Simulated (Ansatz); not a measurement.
A short molecular-dynamics run on `C#CO[SiH3]`.

```yaml
crystal:
  periodic: [false, false, false]
  atoms:
    - {symbol: C, position_ang: [0.080547, 0.633882, -2.197625]}
    - {symbol: C, position_ang: [0.194648, 0.709231, -1.006576]}
    - {symbol: O, position_ang: [0.324850, 0.811445, 0.274210]}
    - {symbol: Si, position_ang: [-0.051535, -0.454086, 1.315913]}
    - {symbol: H, position_ang: [-0.017231, 0.576755, -3.253821]}
    - {symbol: H, position_ang: [0.237913, 0.086890, 2.659318]}
    - {symbol: H, position_ang: [0.805329, -1.618483, 0.994299]}
    - {symbol: H, position_ang: [-1.482321, -0.802735, 1.158582]}
basis:
  gaussian: {orbitals: def2-SVP}
hamiltonian: {xc: {name: PBE}, dispersion: d3bjatm}
md: {timestep: 1 fs, n_steps: 50, ensemble: nvt_nose_hoover, temperature: 1500, initial_velocities: maxwell_boltzmann, seed: 681}
```

```sh
$ ansatz run in.yaml --threads 2 --pin off --events-out ev --progress --plain --max-ram 4352MiB
```

| step | time (fs) | potential energy (eV) | kinetic (eV) | T (K) | conserved (eV) |
| --- | --- | --- | --- | --- | --- |
| 0 | 0.0 | -12047.1700 | 1.1633 | 1500 | -12046.0066 |
| 1 | 1.0 | -12047.1337 | 1.1279 | 1454 | -12046.0058 |
| 2 | 2.0 | -12046.9988 | 0.9973 | 1286 | -12046.0016 |
| 3 | 3.0 | -12046.8281 | 0.8309 | 1071 | -12045.9972 |
| 4 | 4.0 | -12046.6880 | 0.6929 | 893 | -12045.9952 |
| 5 | 5.0 | -12046.6108 | 0.6152 | 793 | -12045.9958 |
| 6 | 6.0 | -12046.5896 | 0.5922 | 764 | -12045.9977 |
| 7 | 7.0 | -12046.5944 | 0.5952 | 767 | -12045.9998 |
| 8 | 8.0 | -12046.5921 | 0.5917 | 763 | -12046.0013 |
| 9 | 9.0 | -12046.5593 | 0.5588 | 720 | -12046.0017 |
| 10 | 10.0 | -12046.4920 | 0.4931 | 636 | -12046.0004 |
| 11 | 11.0 | -12046.4150 | 0.4200 | 542 | -12045.9969 |
| 12 | 12.0 | -12046.3832 | 0.3917 | 505 | -12045.9937 |
| 13 | 13.0 | -12046.4429 | 0.4506 | 581 | -12045.9950 |
| 14 | 14.0 | -12046.5741 | 0.5771 | 744 | -12046.0004 |
| 15 | 15.0 | -12046.6965 | 0.6960 | 897 | -12046.0046 |
| 16 | 16.0 | -12046.7429 | 0.7436 | 959 | -12046.0044 |
| 17 | 17.0 | -12046.7097 | 0.7144 | 921 | -12046.0014 |
| 18 | 18.0 | -12046.6378 | 0.6465 | 834 | -12045.9985 |
| 19 | 19.0 | -12046.5699 | 0.5810 | 749 | -12045.9971 |
| 20 | 20.0 | -12046.5280 | 0.5402 | 697 | -12045.9969 |
| 21 | 21.0 | -12046.5155 | 0.5282 | 681 | -12045.9973 |
| 22 | 22.0 | -12046.5253 | 0.5382 | 694 | -12045.9983 |
| 23 | 23.0 | -12046.5428 | 0.5553 | 716 | -12045.9996 |
| 24 | 24.0 | -12046.5465 | 0.5590 | 721 | -12046.0010 |
| 25 | 25.0 | -12046.5181 | 0.5317 | 686 | -12046.0011 |
| 26 | 26.0 | -12046.4593 | 0.4764 | 614 | -12045.9988 |
| 27 | 27.0 | -12046.4067 | 0.4286 | 553 | -12045.9951 |
| 28 | 28.0 | -12046.4149 | 0.4393 | 566 | -12045.9937 |
| 29 | 29.0 | -12046.5039 | 0.5265 | 679 | -12045.9968 |
| 30 | 30.0 | -12046.6283 | 0.6480 | 836 | -12046.0014 |
| 31 | 31.0 | -12046.7198 | 0.7399 | 954 | -12046.0031 |
| 32 | 32.0 | -12046.7500 | 0.7740 | 998 | -12046.0015 |
| 33 | 33.0 | -12046.7397 | 0.7686 | 991 | -12045.9990 |
| 34 | 34.0 | -12046.7251 | 0.7578 | 977 | -12045.9977 |
| 35 | 35.0 | -12046.7277 | 0.7630 | 984 | -12045.9975 |
| 36 | 36.0 | -12046.7507 | 0.7882 | 1016 | -12045.9980 |
| 37 | 37.0 | -12046.7873 | 0.8269 | 1066 | -12045.9987 |
| 38 | 38.0 | -12046.8254 | 0.8668 | 1118 | -12045.9999 |
| 39 | 39.0 | -12046.8462 | 0.8891 | 1146 | -12046.0014 |
| 40 | 40.0 | -12046.8264 | 0.8715 | 1124 | -12046.0024 |
| 41 | 41.0 | -12046.7539 | 0.8034 | 1036 | -12046.0012 |
| 42 | 42.0 | -12046.6510 | 0.7070 | 912 | -12045.9975 |
| 43 | 43.0 | -12046.5739 | 0.6354 | 819 | -12045.9946 |
| 44 | 44.0 | -12046.5652 | 0.6278 | 809 | -12045.9960 |
| 45 | 45.0 | -12046.6048 | 0.6660 | 859 | -12046.0000 |
| 46 | 46.0 | -12046.6347 | 0.6970 | 899 | -12046.0018 |
| 47 | 47.0 | -12046.6267 | 0.6935 | 894 | -12046.0002 |
| 48 | 48.0 | -12046.5996 | 0.6714 | 866 | -12045.9982 |
| 49 | 49.0 | -12046.5808 | 0.6559 | 846 | -12045.9979 |
| 50 | 50.0 | -12046.5767 | 0.6543 | 844 | -12045.9983 |

Velocities are drawn at the set temperature; a run this short doesn't reach equilibrium.

Frames (Å, forces in eV/Å):

```xyz
8
time=0.0 fs
C     0.081    0.634   -2.198   -0.181   -0.118   -1.902
C     0.195    0.709   -1.007    0.188    0.163    1.766
O     0.325    0.811    0.274    0.281    0.778    0.045
Si   -0.052   -0.454    1.316   -0.143   -0.505    0.509
H    -0.017    0.577   -3.254   -0.060   -0.036   -0.648
H     0.238    0.087    2.659    0.057    0.096    0.317
H     0.805   -1.618    0.994    0.200   -0.285   -0.062
H    -1.482   -0.803    1.159   -0.341   -0.092   -0.023
8
time=2.0 fs
C     0.074    0.634   -2.203    0.117    0.050    0.257
C     0.232    0.702   -0.985   -0.516   -0.046   -3.066
O     0.302    0.799    0.273    0.523    1.389    1.201
Si   -0.052   -0.445    1.312    0.686   -2.251   -0.006
H    -0.058    0.607   -3.284    0.110   -0.021    0.380
H     0.200    0.077    2.627    0.499    0.379    1.064
H     0.869   -1.645    0.864   -0.730    0.768    0.472
H    -1.476   -0.779    1.301   -0.689   -0.267   -0.302
8
time=4.0 fs
C     0.068    0.634   -2.209    0.395    0.156    1.652
C     0.268    0.695   -0.973   -1.019   -0.102   -5.842
O     0.281    0.790    0.275    0.589    1.910    1.638
Si   -0.051   -0.438    1.308    0.541   -3.108    0.386
H    -0.095    0.637   -3.301    0.267   -0.055    0.889
H     0.180    0.080    2.633    0.724    0.347    0.967
H     0.907   -1.644    0.751   -1.148    1.116    0.849
H    -1.493   -0.765    1.433   -0.350   -0.265   -0.539
8
time=6.0 fs
C     0.063    0.635   -2.209    0.558    0.169    1.989
C     0.301    0.688   -0.980   -1.236    0.005   -4.993
O     0.261    0.785    0.280    0.606    2.282    0.571
Si   -0.050   -0.436    1.304   -0.045   -3.138    1.589
H    -0.122    0.664   -3.286    0.276   -0.093    0.483
H     0.187    0.096    2.674    0.706    0.012    0.111
H     0.901   -1.601    0.670   -1.149    0.931    1.016
H    -1.524   -0.761    1.544    0.284   -0.168   -0.767
8
time=8.0 fs
C     0.059    0.636   -2.203    0.472    0.095    0.939
C     0.330    0.681   -1.001   -1.204    0.194   -1.287
O     0.243    0.786    0.287    0.704    2.442   -1.269
Si   -0.048   -0.438    1.303   -0.666   -2.461    2.706
H    -0.139    0.688   -3.254    0.148   -0.098   -0.382
H     0.221    0.112    2.719    0.572   -0.323   -0.686
H     0.853   -1.524    0.627   -0.732    0.240    0.891
H    -1.544   -0.764    1.625    0.706   -0.090   -0.912
8
time=10.0 fs
C     0.058    0.637   -2.194    0.000    0.018   -1.622
C     0.355    0.674   -1.027   -0.935    0.377    3.121
O     0.227    0.792    0.290    0.837    2.306   -2.593
Si   -0.048   -0.443    1.305   -1.318   -1.022    3.425
H    -0.150    0.708   -3.235    0.079   -0.108   -0.684
H     0.277    0.117    2.740    0.414   -0.500   -1.036
H     0.778   -1.440    0.617    0.179   -1.011    0.300
H    -1.538   -0.770    1.672    0.744   -0.060   -0.911
8
time=12.0 fs
C     0.056    0.639   -2.191   -0.443    0.024   -3.674
C     0.377    0.669   -1.043   -0.798    0.488    5.423
O     0.212    0.804    0.288    0.910    1.818   -2.830
Si   -0.049   -0.450    1.312   -1.542    0.567    3.463
H    -0.158    0.724   -3.240    0.156   -0.156   -0.255
H     0.349    0.102    2.722    0.288   -0.496   -0.921
H     0.709   -1.393    0.618    1.072   -2.164   -0.462
H    -1.505   -0.778    1.685    0.357   -0.080   -0.744
8
time=14.0 fs
C     0.053    0.641   -2.198   -0.153    0.065   -2.652
C     0.397    0.665   -1.042   -1.271    0.513    3.901
O     0.199    0.821    0.279    0.876    1.060   -2.078
Si   -0.053   -0.456    1.324   -0.379    0.800    1.944
H    -0.159    0.734   -3.255    0.241   -0.187    0.036
H     0.432    0.070    2.669    0.251   -0.312   -0.382
H     0.679   -1.426    0.604    0.843   -1.795   -0.340
H    -1.459   -0.790    1.669   -0.408   -0.144   -0.429
8
time=16.0 fs
C     0.049    0.642   -2.214    0.641    0.072    0.382
C     0.412    0.663   -1.030   -2.040    0.478    0.116
O     0.189    0.840    0.265    0.726    0.261   -0.676
Si   -0.057   -0.461    1.338    1.230   -0.075   -0.438
H    -0.152    0.737   -3.271    0.277   -0.177   -0.085
H     0.525    0.025    2.603    0.320   -0.025    0.377
H     0.679   -1.525    0.578   -0.048   -0.356    0.426
H    -1.429   -0.807    1.638   -1.106   -0.178   -0.103
8
time=18.0 fs
C     0.048    0.644   -2.228    1.207    0.063    2.620
C     0.421    0.662   -1.017   -2.493    0.403   -3.174
O     0.180    0.860    0.249    0.518   -0.379    0.866
Si   -0.059   -0.466    1.352    1.749   -0.791   -1.941
H    -0.134    0.733   -3.289    0.326   -0.173   -0.123
H     0.631   -0.021    2.550    0.297    0.146    0.796
H     0.678   -1.638    0.568   -0.602    0.753    0.885
H    -1.438   -0.830    1.601   -1.002   -0.023    0.071
8
time=20.0 fs
C     0.050    0.647   -2.235    1.286    0.060    2.786
C     0.422    0.662   -1.013   -2.512    0.347   -4.373
O     0.173    0.879    0.236    0.386   -0.847    1.904
Si   -0.059   -0.472    1.363    1.458   -0.993   -2.155
H    -0.103    0.723   -3.311    0.386   -0.195    0.240
H     0.747   -0.062    2.526   -0.092    0.085    0.532
H     0.656   -1.725    0.591   -0.737    1.248    0.927
H    -1.485   -0.854    1.567   -0.175    0.295    0.138
8
time=22.0 fs
C     0.056    0.649   -2.233    1.007    0.018    1.257
C     0.415    0.664   -1.023   -2.226    0.393   -3.026
O     0.167    0.895    0.226    0.428   -1.257    2.050
Si   -0.057   -0.480    1.372    1.099   -0.711   -1.755
H    -0.058    0.705   -3.324    0.350   -0.194    0.577
H     0.859   -0.100    2.521   -0.678   -0.034    0.009
H     0.605   -1.764    0.648   -0.586    1.224    0.675
H    -1.538   -0.867    1.539    0.605    0.561    0.214
8
time=24.0 fs
C     0.066    0.652   -2.227    0.514   -0.087   -1.108
C     0.401    0.667   -1.043   -1.698    0.541    0.308
O     0.161    0.909    0.222    0.582   -1.651    1.526
Si   -0.053   -0.488    1.378    0.715    0.135   -1.218
H     0.001    0.680   -3.316    0.197   -0.149    0.362
H     0.946   -0.139    2.517   -1.098   -0.055   -0.308
H     0.533   -1.759    0.731   -0.160    0.589    0.125
H    -1.569   -0.859    1.518    0.948    0.678    0.313
8
time=26.0 fs
C     0.077    0.654   -2.225    0.036   -0.203   -3.082
C     0.381    0.672   -1.061   -1.126    0.703    3.806
O     0.157    0.919    0.221    0.702   -1.964    0.895
Si   -0.049   -0.496    1.382    0.228    1.604   -0.658
H     0.067    0.649   -3.295    0.046   -0.103   -0.394
H     0.991   -0.180    2.503   -1.189    0.036   -0.308
H     0.455   -1.733    0.818    0.483   -0.731   -0.676
H    -1.566   -0.825    1.510    0.820    0.659    0.418
8
time=28.0 fs
C     0.089    0.656   -2.232   -0.059   -0.256   -3.359
C     0.358    0.679   -1.068   -0.899    0.759    4.885
O     0.155    0.925    0.223    0.701   -2.109    0.596
Si   -0.044   -0.502    1.385    0.045    2.675   -0.558
H     0.135    0.613   -3.290    0.006   -0.089   -0.869
H     0.993   -0.219    2.477   -0.909    0.207   -0.007
H     0.395   -1.734    0.880    0.856   -1.723   -1.198
H    -1.531   -0.766    1.518    0.260    0.536    0.510
8
time=30.0 fs
C     0.100    0.656   -2.250    0.298   -0.250   -1.849
C     0.331    0.688   -1.060   -1.007    0.622    2.579
O     0.154    0.925    0.226    0.578   -2.052    0.778
Si   -0.039   -0.505    1.388    0.414    1.904   -1.371
H     0.204    0.575   -3.314   -0.010   -0.039   -0.329
H     0.960   -0.251    2.451   -0.288    0.404    0.537
H     0.366   -1.796    0.898    0.534   -0.948   -0.916
H    -1.488   -0.686    1.545   -0.519    0.358    0.570
8
time=32.0 fs
C     0.113    0.656   -2.273    0.692   -0.202    0.526
C     0.301    0.700   -1.044   -1.022    0.318   -1.280
O     0.155    0.920    0.231    0.401   -1.836    1.260
Si   -0.033   -0.505    1.389    0.542    0.371   -2.260
H     0.273    0.535   -3.351   -0.094    0.071    0.531
H     0.916   -0.267    2.446    0.354    0.524    1.015
H     0.356   -1.893    0.882    0.026    0.549   -0.332
H    -1.463   -0.593    1.593   -0.899    0.204    0.541
8
time=34.0 fs
C     0.127    0.656   -2.295    0.773   -0.100    2.710
C     0.268    0.712   -1.032   -0.781    0.009   -4.157
O     0.157    0.911    0.239    0.273   -1.579    1.489
Si   -0.027   -0.504    1.386    0.117   -0.456   -2.126
H     0.338    0.497   -3.369   -0.172    0.156    0.817
H     0.884   -0.264    2.478    0.474    0.451    0.866
H     0.348   -1.971    0.853   -0.259    1.471    0.062
H    -1.470   -0.491    1.663   -0.424    0.047    0.338
8
time=36.0 fs
C     0.144    0.655   -2.309    0.553    0.032    3.963
C     0.233    0.725   -1.032   -0.418   -0.156   -4.612
O     0.159    0.898    0.250    0.234   -1.366    0.901
Si   -0.021   -0.504    1.381   -0.381   -0.380   -0.995
H     0.397    0.465   -3.357   -0.173    0.155    0.427
H     0.869   -0.244    2.542    0.111    0.203    0.087
H     0.331   -1.995    0.825   -0.331    1.710    0.229
H    -1.493   -0.387    1.745    0.406   -0.197    0.000
8
time=38.0 fs
C     0.163    0.654   -2.310    0.260    0.082    3.578
C     0.196    0.737   -1.047   -0.039   -0.168   -2.495
O     0.162    0.881    0.264    0.214   -1.141   -0.455
Si   -0.015   -0.505    1.374   -0.757    0.337    0.325
H     0.450    0.439   -3.329   -0.148    0.116   -0.123
H     0.858   -0.216    2.610   -0.209   -0.072   -0.696
H     0.301   -1.954    0.806   -0.248    1.329    0.184
H    -1.501   -0.291    1.827    0.927   -0.482   -0.317
8
time=40.0 fs
C     0.183    0.653   -2.300    0.198   -0.098    1.142
C     0.158    0.748   -1.069    0.266   -0.093    1.340
O     0.165    0.862    0.276    0.139   -0.786   -1.949
Si   -0.010   -0.505    1.368   -1.071    1.608    1.443
H     0.496    0.418   -3.305   -0.231    0.161   -0.217
H     0.841   -0.190    2.652   -0.244   -0.270   -1.095
H     0.263   -1.864    0.793   -0.019    0.186   -0.158
H    -1.475   -0.213    1.898    0.961   -0.708   -0.506
8
time=42.0 fs
C     0.204    0.652   -2.286    0.382   -0.387   -1.784
C     0.121    0.760   -1.088    0.420   -0.029    4.925
O     0.169    0.841    0.284    0.004   -0.261   -3.011
Si   -0.006   -0.502    1.364   -1.247    3.028    2.224
H     0.534    0.402   -3.288   -0.355    0.253   -0.040
H     0.814   -0.175    2.653    0.009   -0.356   -1.045
H     0.223   -1.768    0.773    0.259   -1.447   -0.756
H    -1.413   -0.161    1.950    0.530   -0.801   -0.512
8
time=44.0 fs
C     0.226    0.650   -2.278    0.376   -0.397   -2.194
C     0.086    0.771   -1.091    0.613   -0.168    5.587
O     0.173    0.819    0.285   -0.151    0.347   -3.394
Si   -0.004   -0.496    1.363   -0.987    2.889    1.883
H     0.559    0.396   -3.273   -0.330    0.244   -0.171
H     0.788   -0.173    2.615    0.523   -0.305   -0.543
H     0.192   -1.724    0.725    0.284   -1.900   -0.875
H    -1.331   -0.139    1.983   -0.328   -0.709   -0.293
8
time=46.0 fs
C     0.249    0.647   -2.276   -0.109   -0.044    0.262
C     0.052    0.782   -1.077    1.119   -0.559    2.813
O     0.176    0.798    0.277   -0.279    0.870   -2.975
Si   -0.004   -0.486    1.364   -0.447    0.824    0.199
H     0.572    0.400   -3.266   -0.213    0.160   -0.515
H     0.783   -0.182    2.557    1.165   -0.144    0.238
H     0.172   -1.749    0.646    0.059   -0.628   -0.097
H    -1.263   -0.144    2.006   -1.295   -0.479    0.075
8
time=48.0 fs
C     0.271    0.643   -2.273   -0.648    0.268    2.616
C     0.022    0.791   -1.054    1.718   -0.951   -1.130
O     0.179    0.779    0.263   -0.335    1.181   -1.717
Si   -0.004   -0.475    1.365   -0.252   -0.961   -1.002
H     0.576    0.409   -3.277   -0.272    0.195   -0.339
H     0.821   -0.197    2.507    1.441   -0.038    0.633
H     0.154   -1.798    0.563   -0.104    0.632    0.711
H    -1.241   -0.168    2.031   -1.548   -0.327    0.229
8
time=50.0 fs
C     0.292    0.640   -2.262   -0.883    0.329    3.071
C    -0.003    0.797   -1.034    2.023   -1.118   -4.122
O     0.181    0.763    0.244   -0.300    1.287    0.055
Si   -0.004   -0.464    1.366   -0.366   -1.590   -0.596
H     0.569    0.427   -3.299   -0.476    0.334    0.387
H     0.912   -0.214    2.479    0.891   -0.094    0.166
H     0.132   -1.824    0.505   -0.141    1.170    1.089
H    -1.276   -0.205    2.064   -0.747   -0.318   -0.050
```

Hardware: 2 threads of an Arm Neoverse V2 on a shared host. Wall time 43 s, peak host memory 0.14 GiB.
